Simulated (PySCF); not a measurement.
W(O)2(F)(OMe) (CH₃FO₃W), SMILES C[O][W](=[O])(=[O])[F], multiplicity 1.

Coordinates come from a B3LYP-D3(BJ)/def2-SVP optimisation. The multiplicity is an assumed one; no other spin state was optimised. The structure was generated by enumeration; whether it is a known compound was not checked. The def2 effective core potentials stand for the cores of W; spin–orbit coupling is left out. The values are those of a single conformer.

Two levels are set side by side: TDA-PBE/def2-SVPD (PySCF) and TDA-LC-ωPBE/def2-SVPD (PySCF). Vertical, same geometry. The lowest singlet is HOMO→LUMO 88 % with PBE and HOMO→LUMO+1 91 % with the other functional; states are paired by order. Differences are taken from unrounded values.

| quantity | TDA-LC-ωPBE |
|---|---|
| lowest singlet excitation (eV) | 5.59 |
| lowest triplet excitation (TDA) (eV) | 4.97 |

**Question.** What does TDA-PBE give, and how far is it from TDA-LC-ωPBE? (The exact figures need the calculation; the answer reports its results.)

**Answer.** 
```tsv
quantity	TDA-PBE	TDA-PBE minus TDA-LC-ωPBE
lowest singlet excitation (eV)	5.00	-0.58
lowest triplet excitation (TDA) (eV)	4.45	-0.51
```

A lower first singlet is the usual sign of a functional without exact exchange. Differences between two approximate levels are no errors against the true value.

Rough cost on one machine, each run with all the roots and properties that it gave: TDA-LC-ωPBE against TDA-PBE about 3 times.
